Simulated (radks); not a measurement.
Initial-state core-level shifts of neutral gadolinium when its valence configuration changes from [Xe] 4f7 5d1 6s2. Method: scalar-relativistic Kohn-Sham, PBE, spin-polarised, spherical densities, finite nucleus; open shells are filled with parallel spins first (spin-orbit coupling, left out, can overturn this in heavy ions); Fermi nuclear charge, rms radius 5.1569 fm; computed with a radial shooting solver on a logarithmic mesh with Libxc functionals. Shifts are changes of the shell-averaged eigenvalues in eV (positive: less bound); the change of the density at the nucleus, which sets a Mossbauer isomer shift, is in e/bohr^3, on a base of 6.582e+05.

\begin{tabular}{lrrrrr}
valence & 2p & 3s & 4d & 5s & density at nucleus \\ \hline
4f7 5d1 6s1.5 6p0.5 & -0.581 & -0.583 & -0.579 & -0.567 & -10.77 \\
4f7.5 5d0.5 6s2 & +3.348 & +3.826 & +3.382 & +1.713 & -16.65 \\
4f7.5 5d0.5 6s1 6p1 & +2.260 & +2.735 & +2.294 & +0.640 & -38.47 \\
4f7 5d1 6s1 6p1 & -1.064 & -1.070 & -1.062 & -1.034 & -22.80 \\
4f7.5 5d1.5 6p1 & +3.654 & +4.085 & +3.694 & +2.130 & -67.62 \\
4f8 6s2 & +6.367 & +7.239 & +6.470 & +3.416 & -31.58 \\
4f7 5d1.5 6s1.5 & +0.917 & +0.892 & +0.919 & +0.964 & -15.05 \\
4f6 5d1 6s2 6p1 & -11.620 & -12.797 & -11.499 & -7.103 & +55.42 \\
\end{tabular}
